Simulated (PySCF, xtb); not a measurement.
C4H3FOS, SMILES Oc1cc(F)cs1.

GFN2-xTB run with xtb at its own geometry gives an orbital gap of 3.77 eV and a dipole moment of 2.54 D.

Coordinates come from a ωB97X-D3(BJ)/def2-SVP optimisation. One conformer was computed; it need not be the lowest.

Question: What does PySCF with ωB97X/def2-TZVP give? (The exact figures need the calculation; the answer reports its results.)

Answer: gap 10.45 eV (levels -8.61 and 1.84 eV), dipole 2.18 D.
